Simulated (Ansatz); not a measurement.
The cluster Ti3F2, relaxed as a singlet with RKS PBE0-D4/def2-SVP in Ansatz, starting from the GFN1-xTB geometry. Force threshold 0.02 eV/Å.

The restricted singlet is unstable towards broken spin symmetry at other levels; at PBE0-D4/def2-SVP this wasn't settled. At PBE0-D4/def2-SVP a triplet of charge 0 lies 0.57 eV below the restricted singlet, each at its own geometry. The structure comes from a short search, and lower isomers may exist.

Start:

```
atom   x (Å)   y (Å)   z (Å)
 Ti1  -1.838   1.784   0.050
 Ti2   1.466  -2.034  -0.159
 Ti3  -0.564  -0.456  -0.030
  F4  -1.633   3.164  -0.933
  F5   2.568  -2.457   1.072
```

```csv
step,energy (eV),largest force component (eV/Å),SCF passes
1,-74738.9901,1.791,99
2,-74739.3763,0.505,61
3,-74739.6129,0.516,58
4,-74739.8575,0.613,65
5,-74740.2601,1.172,60
6,-74740.7657,1.055,47
7,-74741.2480,1.002,49
8,-74741.5064,1.137,41
9,-74741.5074,0.791,44
10,-74741.5535,0.257,43
11,-74741.5893,0.192,40
12,-74741.6120,0.451,39
13 (rejected),-74741.6027,0.859,41
14,-74741.6476,0.204,41
15,-74741.6818,0.156,40
16,-74741.7250,0.189,40
17,-74741.7390,0.805,40
18,-74741.8287,0.318,38
19,-74741.8776,0.406,39
20,-74741.8974,0.720,37
21,-74741.9334,0.614,38
22,-74741.9619,0.262,32
23,-74741.9738,0.103,30
24,-74741.9739,0.097,22
25,-74741.9781,0.137,33
26,-74741.9789,0.019,33
```

Force components are those of the run's own axes.

End:

Cartesian coordinates in Å:
```
Ti -1.152 0.869 -0.399
Ti 0.560 -1.347 0.275
Ti -1.224 -1.014 -0.252
F -0.468 2.540 -0.355
F 2.284 -1.049 0.731
```

Bonds formed: Ti1–Ti2 (atoms count from 1).

No frequencies were taken in this run, so the end may be a saddle point.

Hardware: 4 threads of Arm Neoverse V1 on a shared host. Wall time 82 s.
